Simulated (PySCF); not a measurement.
C4H7NSi, SMILES N#C/C=C\C[SiH3]. Atoms are numbered in the order given.

```xyz
13

N      2.8245     0.5239     0.2733
C      1.9970    -0.2915     0.4553
C      0.9846    -1.2740     0.6673
C     -0.2078    -1.2540     0.0119
C     -0.6517    -0.2175    -0.9572
Si    -1.8147     1.0597    -0.1236
H      1.2076    -2.0691     1.3963
H     -0.9258    -2.0566     0.2539
H      0.2068     0.3467    -1.3779
H     -1.2215    -0.6694    -1.7963
H     -2.2985     2.0381    -1.1581
H     -1.0692     1.7823     0.9606
H     -2.9970     0.3471     0.4747
```

Coordinates come from a PBE-D3(BJ)/def2-SVP optimisation. The structure was generated by enumeration; whether it is a known compound was not checked. One conformer was computed; it need not be the lowest.

All values below come from PBE/def2-TZVP (PySCF).

Atomic charges (e):

```
atom  Mulliken  meta-Löwdin  Löwdin
----  --------  -----------  ------
N1        0.02          ___    0.06
C2       -0.25          ___   -0.20
C3       -0.06        -0.18   -0.18
C4       -0.10          ___   -0.14
C5       -0.27          ___   -0.37
Si6       0.13          ___    0.27
H7        0.14         0.15    0.17
H8        0.13         0.13    0.16
H9        0.15         0.14    0.16
H10       0.13         0.14    0.16
H11      -0.02        -0.07   -0.03
H12       0.00        -0.07   -0.02
H13      -0.02        -0.08   -0.03
```

Task: Some entries are withheld; supply them. (Estimate from the structure and the level; the computed values follow.)

Result: 
- N1, meta-Löwdin: -0.22
- C2, meta-Löwdin: 0.09
- C4, meta-Löwdin: -0.05
- C5, meta-Löwdin: -0.43
- Si6, meta-Löwdin: 0.44

Computed Mayer and Wiberg (Löwdin basis) orders of the bonds:
```tsv
bond	Mayer	Wiberg
N1–C2	3.03	3.24
C2–C3	1.07	1.38
C3–C4	1.77	1.88
C4–C5	1.05	1.32
C5–Si6	0.95	1.11
C3–H7	0.93	0.80
C4–H8	0.93	0.82
C5–H9	0.92	0.82
C5–H10	0.92	0.82
Si6–H11	0.94	0.95
Si6–H12	0.95	0.95
Si6–H13	0.94	0.95
```
